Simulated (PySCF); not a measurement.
**Basis-set dependence of population analyses: `C=COC[SiH2]O`**

Compound: C3H8O2Si.
Structure used (PBE0-D3(BJ)/def2-SVP), in Å, numbered top down from 1:
```
atom  x, y, z in Å
C1    -2.7708   -0.1553    0.4007
C2    -1.7887    0.5794    0.9315
O3    -0.4621    0.4336    0.7562
C4    -0.0150   -0.6155   -0.0841
Si5    1.8730   -0.4941   -0.0926
O6     2.3079    1.0475   -0.5441
H7    -2.5914   -0.9983   -0.2679
H8    -3.8043    0.0932    0.6434
H9    -1.9917    1.4213    1.6006
H10   -0.4251   -0.4929   -1.1052
H11   -0.3668   -1.5968    0.2896
H12    2.3726   -0.8440    1.2722
H13    2.4411   -1.4288   -1.1017
H14    1.8161    1.7407   -0.0907
```

PBE0 throughout (PySCF), one geometry, spherical d and f functions. Geometry: PBE0-D3(BJ)/def2-SVP, one conformer, isolated molecule. The first 7 of 12 kinds of atom are listed.

Mulliken charges (e):

```
        basis  functions      C1      C2      O3      C4     Si5      O6      H7
       STO-3G         42  -0.225  +0.009  -0.200  -0.215  +0.727  -0.435  +0.072
        6-31G         74  -0.411  +0.141  -0.535  -0.414  +0.946  -0.804  +0.162
     pcSseg-0         74  -0.513  +0.130  -0.666  -0.658  +1.121  -0.838  +0.223
       6-31G*        104  -0.472  +0.142  -0.468  -0.327  +0.704  -0.743  +0.172
      cc-pVDZ        128  -0.152  +0.097  -0.282  -0.067  +0.505  -0.364  +0.040
     def2-SVP        128  -0.183  +0.133  -0.356  -0.108  +0.636  -0.420  +0.053
  aug-cc-pVDZ        214  +0.706  +0.753  -0.445  +0.691  +0.291  -0.741  -0.442
6-311+G(2d,p)        218  -0.306  +0.156  -0.302  -0.551  +0.824  -0.648  +0.119
    def2-TZVP        240  -0.367  +0.040  -0.238  -0.248  +0.442  -0.537  +0.140
      cc-pVTZ        296  -0.360  +0.023  -0.219  -0.115  +0.413  -0.373  +0.119
     IGLO-III        299  -0.306  +0.058  -0.260  -0.353  +1.054  -0.664  +0.096
```

IAO charges (e):

| basis | functions | C1 | C2 | O3 | C4 | Si5 | O6 | H7 |
| --- | --- | --- | --- | --- | --- | --- | --- | --- |
| STO-3G | 42 | -0.355 | -0.030 | -0.182 | -0.384 | +0.898 | -0.580 | +0.124 |
| 6-31G | 74 | -0.419 | +0.040 | -0.317 | -0.375 | +0.877 | -0.743 | +0.150 |
| pcSseg-0 | 74 | -0.413 | +0.046 | -0.312 | -0.379 | +0.890 | -0.723 | +0.146 |
| 6-31G* | 104 | -0.415 | +0.068 | -0.330 | -0.363 | +1.002 | -0.771 | +0.145 |
| cc-pVDZ | 128 | -0.422 | +0.066 | -0.326 | -0.359 | +0.992 | -0.769 | +0.146 |
| def2-SVP | 128 | -0.413 | +0.068 | -0.324 | -0.357 | +1.008 | -0.766 | +0.142 |
| aug-cc-pVDZ | 214 | -0.435 | +0.065 | -0.334 | -0.362 | +0.999 | -0.794 | +0.152 |
| 6-311+G(2d,p) | 218 | -0.435 | +0.066 | -0.336 | -0.373 | +1.032 | -0.802 | +0.152 |
| def2-TZVP | 240 | -0.434 | +0.068 | -0.336 | -0.374 | +1.044 | -0.802 | +0.152 |
| cc-pVTZ | 296 | -0.434 | +0.068 | -0.334 | -0.371 | +1.029 | -0.797 | +0.152 |
| IGLO-III | 299 | -0.436 | +0.066 | -0.336 | -0.374 | +1.041 | -0.805 | +0.153 |

Q: Which scheme is steadiest as the basis changes?

A: Largest range over the bases for any column: IAO 0.22 e, Mulliken 1.35 e. IAO charges move least and Mulliken charges most, counted in e. Without the minimal STO-3G basis the ranges are IAO 0.17, Mulliken 1.35 e.

Q: How much do the charges still move between the two largest bases, cc-pVTZ and IGLO-III?

A: At most, over all atoms: Mulliken 0.641 e, IAO 0.012 e.

Q: What do the same runs give for the total energy, the frontier levels and the dipole moment?

A: 
| basis | energy (Eh) | HOMO (eV) | LUMO (eV) | μ (D) |
| --- | --- | --- | --- | --- |
| STO-3G | -551.7798 | -3.96 | 4.38 | 0.54 |
| 6-31G | -558.4863 | -6.77 | 0.69 | 2.21 |
| pcSseg-0 | -557.6562 | -6.95 | 0.87 | 1.92 |
| 6-31G* | -558.6099 | -6.61 | 0.75 | 1.41 |
| cc-pVDZ | -558.6491 | -6.72 | 0.82 | 1.19 |
| def2-SVP | -558.3501 | -6.83 | 0.89 | 1.29 |
| aug-cc-pVDZ | -558.6763 | -6.92 | -0.24 | 1.26 |
| 6-311+G(2d,p) | -558.7402 | -6.94 | -0.15 | 1.33 |
| def2-TZVP | -558.7667 | -6.91 | 0.26 | 1.25 |
| cc-pVTZ | -558.7583 | -6.88 | 0.44 | 1.20 |
| IGLO-III | -558.7732 | -6.93 | 0.23 | 1.22 |

The dipole is fixed by the density alone, so its range of 1.67 D shows that the density itself changes with the basis, not only its division among atoms.
